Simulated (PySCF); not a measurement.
# Relaxation of quintet RhH₃

Level of theory: PySCF, UPBE0, basis Rh x2c-TZVPall, H x2c-TZVPall (spin-free X2C, no spin–orbit coupling, density fitting). A (50,194) grid was used.

A start at or just off a symmetric point, pushed along the force that breaks its symmetry, of Cs symmetry, free to break it:

```xyz
4
charge 0 multiplicity 5, angstrom
Rh    0.0016    0.0000    0.0000
H     1.6153    0.0000    0.0000
H    -0.8874    1.4483    0.0000
H    -0.8874   -1.4483    0.0000
```

(1) What forces act on the atoms at the start (eV/Å)?

(2) What does it relax to?

(3) How much energy is released, and in how many steps?

Answers

(1) 
```tsv
atom	Fx	Fy	Fz
Rh1	-0.48	0.00	0.00
H2	0.42	0.00	0.00
H3	0.03	-0.19	0.00
H4	0.03	0.19	0.00
```

(2) It ends at C2v with Rh–H 1.647 Å, Rh–H 1.682 Å (×2); H–Rh–H 114.7°, H–Rh–H 122.6° (×2). A frequency run shows a minimum.

(3) 1.2 kJ/mol in 3 steps.

Open d and f shells are described by one determinant, and the ground state may have another occupation or spin. At this level a singlet minimum of C3v symmetry lies 344 kJ/mol below this structure.

The relaxation took about 50 core-seconds on a shared host.
